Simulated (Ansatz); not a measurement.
Mulliken charges of `C[O][Ge][SH]` from ωB97M-V/def2-TZVPP in Ansatz (PBE0-D4/def2-TZVP geometry).

```csv
atom,x (Å),y (Å),z (Å),charge (e)
C1,-0.221,0.984,0.062,-0.218
O2,-0.739,0.066,0.987,-0.402
Ge3,-0.528,-1.695,1.137,0.455
S4,0.848,-2.197,-0.595,-0.336
H5,0.875,1.012,0.088,0.124
H6,-0.541,0.754,-0.961,0.124
H7,-0.593,1.978,0.320,0.126
H8,0.991,-0.959,-1.094,0.127
```

Question: By hand: the dipole of these point charges (1 e Å = 4.8032 D).

Answer: Σ q r = (-0.087, 0.072, 0.100) e Å, of length 0.151 e Å = 0.73 D.

Question: How does the dipole of the full density compare? (An estimate is asked.)

Answer: Ansatz gave: (-0.011, 0.236, -0.044) e Å, 1.15 D; the point charges give 0.63 times that, at 68° from its direction.

Point charges leave out the atoms' own dipoles, such as those of lone pairs, and Mulliken's split depends on the basis, so the two needn't agree.
